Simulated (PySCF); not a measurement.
Species: C5H13FOSi2.
Numbering: `[CH3:1][CH2:2][O:3][Si@@H:4]1[CH2:5][SiH2:6][C@H:7]([F:8])[CH2:9]1`

Geometry (GFN2-xTB, Å), atoms numbered from 1 in this order:
```
atom  x, y, z in Å
C1    -3.5645   -0.4392    0.7737
C2    -2.5865   -0.0142   -0.3098
O3    -1.3584    0.3266    0.2731
Si4    0.0525    0.6061   -0.4688
C5     0.9119   -0.9290   -1.2114
Si6    2.6972   -0.8869   -0.5486
C7     2.6492    0.8100    0.3544
F8     3.5987    0.8620    1.3775
C9     1.2600    1.0709    0.9082
H10   -4.5221   -0.6991    0.3313
H11   -3.1721   -1.3001    1.3081
H12   -3.7062    0.3719    1.4825
H13   -2.9712    0.8555   -0.8553
H14   -2.4384   -0.8252   -1.0319
H15   -0.0716    1.6503   -1.4997
H16    0.8976   -0.9318   -2.2983
H17    0.4163   -1.8476   -0.9020
H18    3.7076   -0.8736   -1.6102
H19    2.9794   -1.9479    0.4195
H20    2.9327    1.6243   -0.3239
H21    1.1074    0.4349    1.7811
H22    1.1700    2.1016    1.2480
```

NICS = −σ at a ghost point: NICS(0) at the centroid of the ring atoms, NICS(1) 1 Å to either side along the normal of their mean plane, zz for the tensor component along that normal. Level: GIAO PBE0/pcSseg-1 (PySCF, non-relativistic, gas phase) on the GFN2-xTB geometry, one conformer.

Ring bond lengths (Å), with Mayer bond orders in brackets: Si4–C5 1.910 (0.86), C5–Si6 1.905 (0.91), Si6–C7 1.923 (0.87), C7–C9 1.518 (1.02), C9–Si4 1.889 (0.90).

Task: Give the NICS values of each ring in ppm.

Result: 
```csv
ring,type,NICS(0),"NICS(1), two faces","NICS(1)zz, two faces",rms pucker (Å),"centre to ring atoms, mean (Å)"
Si4–C5–Si6–C7–C9,5-membered ring with 2 Si; formal bonds all single,-4.2,-4.7 / -1.9,-2.1 / 3.4,0.20,1.53
```

Task: What do they say, and how far can they be read as aromaticity?

Result: 
- Si4–C5–Si6–C7–C9: mean NICS(1)zz 0.6 ppm, near zero. Si4, C5, Si6, C7, C9 have four or more neighbours, so the value isn't read as a sign of a π ring current. The two faces differ by 5.5 ppm, so no symmetry operation interchanges them.

Task: List the ring angles and the Hirshfeld charges of the ring atoms.

Result: 
- Si4–C5–Si6–C7–C9: Si4 101.2° (+0.421 e), C5 105.6° (-0.259 e), Si6 99.2° (+0.338 e), C7 110.2° (-0.029 e), C9 106.1° (-0.178 e); sum 522.2° against 540° for a flat convex ring.

Task: How shielded are the nuclei of the rings and their hydrogens (means over atoms taken as equivalent)?

Result: 
```tsv
atoms	environment	σ isotropic (ppm)	principal values of the symmetric part, first atom (ppm)
Si4	oxygen-bound silicon	346.9	290.7, 347.7, 402.2
C5	sp3 carbon bound to silicon	195.7	183.7, 194.0, 209.4
Si6	SiH2 silicon	384.8	350.4, 375.6, 428.4
C7	sp3 C–F carbon	97.7	44.0, 78.7, 170.5
C9	sp3 carbon bound to silicon	161.7	135.2, 169.8, 179.9
H15	Si–H hydrogen	26.51	23.2, 25.0, 31.4
H16	methylene hydrogen	31.76	26.3, 28.9, 40.1
H17	methylene hydrogen	31.62	26.5, 29.2, 39.1
H18	Si–H hydrogen	27.33	23.7, 25.1, 33.1
H19	Si–H hydrogen	27.36	24.2, 25.3, 32.6
H20	methine hydrogen	26.58	23.7, 27.8, 28.3
H21	methylene hydrogen	30.21	27.0, 29.2, 34.4
H22	methylene hydrogen	29.73	25.5, 28.2, 35.6
```
